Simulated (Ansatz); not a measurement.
Gas-phase reaction in SMILES: N[Si](Br)(Br)Br → N[Si](Br)Br + Br atom (the Br-Si bond at the site shown breaks; other sites are not compared here)
Structures are relaxed separately at B3LYP-D3(BJ)/def2-TZVP in Ansatz (an electronic-structure program), one conformer each, not searched for the lowest. Frequencies are from Ansatz.

Quantity: bond dissociation energy (0 K, with B3LYP-D3(BJ) harmonic zero-point energies), in eV. Cores are frozen in the correlated levels unless marked. UHF or UKS for open shells. No spin-orbit coupling. The frozen core is the preceding noble-gas configuration, with the filled d and f shells of earlier blocks. No relativistic terms. CBS marks a two-point X^-3 extrapolation of the correlation energy; Hartree-Fock from the larger set. The bracket is a focal-point correction in the basis named.

RI-MP2/CBS(def2-TZVPP,def2-QZVPP)+[CCSD(T)-MP2]/def2-TZVPP (Ansatz) gives 4.11 eV.

Task: Another calculation gave 3.49 eV. Which level was it?
A) wB97X-V/def2-TZVPD (Ansatz)
B) BLYP/def2-TZVPD (Ansatz)
C) r2SCAN/def2-TZVPD (Ansatz)
D) SVWN5/def2-TZVPD (Ansatz)

Result: B, BLYP/def2-TZVPD (Ansatz). The others give 3.93 (r2SCAN), 4.52 (SVWN5), 4.07 (wB97X-V) eV.
